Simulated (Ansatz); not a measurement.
How methods differ on SbClF (SMILES [F][Sb][Cl])

The species is SbClF (3 atoms), meant as a doublet with charge 0. As SMILES, `[F][Sb][Cl]`. Geometry: relaxed at PBE0-D4/def2-TZVP.

```xyz
3

F    -0.8787    1.2318   -0.3476
Sb   -0.6009   -0.6583   -0.3672
Cl    1.4687   -0.6382    0.7015
```

Each level gives the energy change with the F1–Sb2 bond stretched from 1.911 to 3.821 Å (eV). The values are calculated.

| level | kind | program | value (eV) | less FCI/STO-3G | CPU time (all runs) |
| --- | --- | --- | --- | --- | --- |
| UHF/STO-3G | Hartree–Fock | Ansatz | 0.94 | -1.20 | 8.7 s |
| RPA@PBE/STO-3G | RPA | Ansatz | 1.90 | -0.24 | 81 s |
| UMP2/STO-3G | perturbation theory | Ansatz | 1.78 | -0.36 | 12 s |
| FCI/STO-3G | exact in the basis | Ansatz | 2.14 | 0.00 | 24 s |

FCI/STO-3G is exact within its basis and frozen core, so for wave-function methods in that basis the difference is their error. All-electron rows without a relativistic Hamiltonian named are non-relativistic. The first shape isn't each level's own minimum. The values span 0.94 to 2.14 eV. Spin contamination of the reference (⟨S²⟩ at least 0.1 too high) touches UHF/STO-3G, RPA@PBE/STO-3G, UMP2/STO-3G. All rows use very small basis sets, so none should be taken for the real molecule's value. In the correlated wave-function rows the outer d shell of Sb is correlated, in sets not made for it. Times are those of the runs behind each value, whatever else they computed, on shared processors of several kinds: orders of magnitude only.
